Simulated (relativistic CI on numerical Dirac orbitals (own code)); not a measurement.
# How well does a small relativistic CI reproduce Sr⁵⁺?

Calculated at this level of theory: Dirac-Coulomb-Breit CI, orbitals from a KLI potential per configuration, model QED, valence Slater integrals scaled by 0.9, configuration energies shifted to the measured levels that pair with them (semi-empirical) (own radial code, finite nucleus).

Configurations in the expansion (outside the closed core [Ar] 3d10): 4s²4p³, 4s4p⁴, 4s²4p²5s, 4s²4p²4d, 4p⁵, 4s²4p4d², 4s4p³4d, 4s²4p²4f, 4s4p³4f, 4p³4d², 4s²4p²5p, 4s²4p4f², 4s²4p²5d, 4p⁴4d, 4s²4p²6s, 4s4p²4d², 4s4p³5s, 4s²4p²6p, 4s²4p4d4f, 4s²4p²5f, 4s²4p²5g, 4s²4p²6d, 4s4p³5p, 4p³4f², 4s²4p²6f, 4s²4p4d5s, 4p⁴4f, 4s4p³5d, 4s4p²4d4f, 4s4p²5s5p. Levels of other configurations are missing.

```
Configuration  Term (tabulated)    J  Measured (cm⁻¹)  Computed  Error  Purity (%)
       4s²4p³               4S°  3/2              0.0         0      0          93
       4s²4p³               2D°  3/2          20134.7     20267    132          82
       4s²4p³               2D°  5/2          23527.0     23601     74          97
       4s²4p³               2P°  1/2          38531.1     38331   -200          96
       4s²4p³               2P°  3/2          43566.9     43216   -351          80
        4s4p⁴                4P  5/2         153170.8    153170      0          88
        4s4p⁴                4P  3/2         159597.3    159386   -211          88
        4s4p⁴                4P  1/2         162238.2    161972   -266          87
        4s4p⁴                2D  3/2         188319.4    188712    392          76
        4s4p⁴                2D  5/2         189978.4    190345    367          77
     4s²4p²5s                4P  1/2         327320.0    326208  -1112          89
     4s²4p²5s                4P  3/2         333260.0    331983  -1277          95
     4s²4p²5s                2P  1/2         338240.0    338111   -129          90
     4s²4p²5s                4P  5/2         338650.0    337546  -1104          89
     4s²4p²5s                2P  3/2         343870.0    343999    129          76
     4s²4p²5s                2D  5/2         355820.0    356531    711          89
     4s²4p²5s                2D  3/2         356820.0    357569    749          78
     4s²4p²5s                2S  1/2         378990.0    381594   2604          94
```

Measured levels from Sansonetti, J. Phys. Chem. Ref. Data 41, 013102 (2012); pairs were made by configuration, J and term (by order where the table uses no LS term), so strongly mixed levels may be paired wrongly.

Mean error by configuration (cm⁻¹): 4s²4p³ -86; 4s4p⁴ 56; 4s²4p²5s 71. Over the excited levels the mean absolute error is 577 cm⁻¹ (17 of the 20 excited levels that our extract of the source holds in range could be paired, and the others can miss by more), and the median relative error of those above 1,000 cm⁻¹ is 0.21 %, both after the shifts were fitted to these levels, so that a configuration with one level shows no error.

Configurations whose levels could be paired with our table of measured levels were shifted onto them, all but the ground configuration, by the median error of their levels; single terms can still be off by 1,000 to 2,000 cm⁻¹ or more, and rates follow the energies as ν³ (E1, M1) or ν⁵ (E2). The others borrow a shift and can be off by several thousand cm⁻¹ or more. 17 of the 20 excited levels that our extract of the measured tables holds in this range could be paired (the sources list more); they are missed by 577 cm⁻¹ on average and 2604 at most, after the shifts were fitted to these levels, and levels without a partner can miss by more.

Shifts applied (cm⁻¹): 4s²4p³ 0; 4s4p⁴ -1411; 4s²4p²5s -17163.
